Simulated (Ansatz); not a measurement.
Ansatz results at the PBE0-D4/def2-TZVP geometry: HOMO–LUMO gap (PBE0/def2-TZVPP) 7.54 eV; HOMO energy (ωB97M-V/def2-TZVPP) -10.08 eV; HOMO energy (PBE/def2-TZVPP) -6.04 eV.

Each molecule was computed in one conformer, which needn't be the lowest.

Q: Which molecule gave them?
A. `O=C1[SiH2][SiH]1Cl`
B. `C=C=CN`
C. `O=C[NH][GeH2][OH]`
D. `S=[C]1[CH2][GeH2]1`

A: C. The others give `S=[C]1[CH2][GeH2]1`: 3.63, -8.00, -4.89; `C=C=CN`: 6.13, -8.22, -4.84; `O=C1[SiH2][SiH]1Cl`: 3.68, -7.99, -4.96.
